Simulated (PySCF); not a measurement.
C7H8NO (doublet state).
Cartesian coordinates in Å at the GFN2-xTB level; atoms count from 1:
```
atom  x, y, z in Å
N1    -3.2723    2.9316   -0.0628
C2    -2.7944    1.8950   -0.0396
C3    -2.2029    0.5741   -0.0020
O4    -0.8125    0.6714   -0.2424
C5    -0.1621   -0.5558   -0.1658
C6     0.2123   -1.1209    1.1877
C7     1.2582   -0.5540    0.2785
C8     2.5529   -0.8539   -0.2350
C9     2.3411    0.4859    0.3460
H10   -2.4041    0.1301    0.9873
H11   -2.6904   -0.0505   -0.7709
H12   -0.4588   -1.2605   -0.9442
H13   -0.0398   -0.5335    2.0597
H14    0.1671   -2.1901    1.3348
H15    3.2632   -1.6336   -0.0765
H16    2.2487    1.3359   -0.3181
H17    2.7867    0.7408    1.3028
```

The hyperfine couplings belong to this conformer and change with its torsions.

The species is `N#CCO[C@@H]1C[C@@]12[CH]C2` [radical].

Computed with UKS B3LYP, pcH-1 on C H N O, non-relativistic, mean-field spin-orbit, GIAO (PySCF). Isolated species at its GFN2-xTB geometry (one conformer only). The geometry wasn't refined by DFT: couplings that depend on bond lengths, twists or pyramidal angles can differ widely from those at the functional's own minimum. The SCF solution wasn't tested for stability.

Problem. Match the computed a_iso(13C) values +239.9, +46.4, -28.8, +22.3, -20.1, +4.6 MHz with the sites C3; C5; C6; C7; C8; C9.

Solution. 
```
site  a_iso (MHz)  ρ(0) (bohr⁻³)                 position  distance from C8 (Å)  spin population  largest |T| (MHz)
  C3         +4.6        +0.0040          4 bonds from C8                  4.97             0.00                1.0
  C5        +46.4        +0.0413          2 bonds from C8                  2.73            +0.06               14.8
  C6        +22.3        +0.0199          2 bonds from C8                  2.75            +0.05               10.7
  C7        -28.8        -0.0256           1 bond from C8                  1.42            -0.06                6.7
  C8       +239.9        +0.2134  largest spin population                  0.00            +0.94              145.8
  C9        -20.1        -0.0179           1 bond from C8                  1.48            -0.04                4.5
```

ρ(0) is the spin density at the nucleus and T the dipolar tensor. The Mulliken spin populations are largest on C8 (+0.94) and C5 (+0.06). No atom but C8 exceeds +0.15. The angles at C8 add up to 331.8°, so it is pyramidal.

The spin density at the nucleus, in bohr⁻³, is negative for C7 (-0.0256), C9 (-0.0179) and H15 (-0.0042), for instance. A restricted open-shell determinant has no negative spin density anywhere; here it arises because α and β orbitals differ (spin polarisation).
